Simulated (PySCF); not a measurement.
C₄H₇FSi.

```xyz
13

F      0.8673    -1.3656    -0.5689
C      0.0810    -0.3185    -0.1138
Si     1.2533     1.0543     0.5113
C     -1.0478    -0.6941     0.8083
C     -1.9855    -0.1729     0.0004
C     -1.0228     0.1484    -1.1142
H      0.4425     2.2483     0.8982
H      2.2071     1.4255    -0.5757
H      2.0178     0.5601     1.6946
H     -1.0592    -1.1514     1.8006
H     -3.0567     0.0135     0.1165
H     -1.0716    -0.5329    -1.9773
H     -0.9811     1.1897    -1.4790
```
Charge 0, spin multiplicity 1.

Coordinates come from a PBE0-D3(BJ)/def2-SVP optimisation. The structure was generated by enumeration; whether it is a known compound was not checked.

These are PySCF with B3LYP/pcSseg-1 values and carry that method's errors. Non-relativistic, no solvent.

Give the absolute GIAO shielding of each atom: isotropic value and principal components (ppm). (The exact figures need the calculation; the answer reports its results.)


```csv
atom,σ(iso),σ11,σ22,σ33,span
F1,352.7,330.8,357.6,369.7,38.9
C2,87.2,57.9,61.6,142.0,84.1
Si3,398.9,372.0,378.3,446.4,74.4
C4,28.5,-75.7,28.3,132.9,208.6
C5,32.8,-88.0,34.2,152.4,240.4
C6,132.7,116.6,132.5,148.8,32.2
H7,27.8,24.8,26.3,32.2,7.3
H8,27.3,24.5,25.5,31.8,7.3
H9,27.3,24.4,25.6,31.9,7.5
H10,24.9,24.2,24.7,25.9,1.8
H11,25.1,23.5,24.8,26.8,3.2
H12,28.4,26.0,27.1,32.1,6.1
H13,28.6,25.4,28.1,32.4,7.0
```
